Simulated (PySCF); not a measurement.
# How methods differ on the ionisation energy of Ho⁵⁰⁺

Ho⁵⁰⁺ [Ne] 3s2 3p5 [3p1/2^2 3p3/2^3, M_J = 3/2] → Ho⁵¹⁺ [Ne] 3s2 3p4 [3p1/2^2 3p3/2^2, M_J = 2], as a difference of total energies. All numbers are calculated (PySCF 2.14, the two-component X2C-1e Hamiltonian, in an uncontracted even-tempered set (18 s from 13 bohr⁻², ratio 2.4; 14 p from 17 bohr⁻², ratio 2.4; 4 d from 63 bohr⁻², ratio 2.6; 4 f from 94 bohr⁻², ratio 2.6)). Correlated levels: 1s2 frozen; the 54 highest virtual spinors dropped. "Screened" scales the spin-orbit matrix elements by Boettger's factors to mimic the two-electron term; Breit and QED terms are absent.

```tsv
method	ionisation energy (eV)
GHF (spin-free)	4641.4
GMP2 (spin-free)	4642.5
GHF (screened spin-orbit)	4578.4
GMP2 (screened spin-orbit)	4579.5
```

Breit and QED terms and the two-electron picture change are absent.

The spin-free rows relax to the high-spin LS determinant and lack the spin-orbit shift.

The labels give the starting determinants; with spin-orbit coupling the two ends relaxed to ⟨J²⟩ = 3.75, ⟨L²⟩ = 2.03, ⟨S²⟩ = 0.78 and ⟨J²⟩ = 6.00, ⟨L²⟩ = 3.25, ⟨S²⟩ = 1.41.

For comparison: 4576 ± 4 eV (theoretical estimate listed by NIST; NIST Atomic Spectra Database, ionization energies).
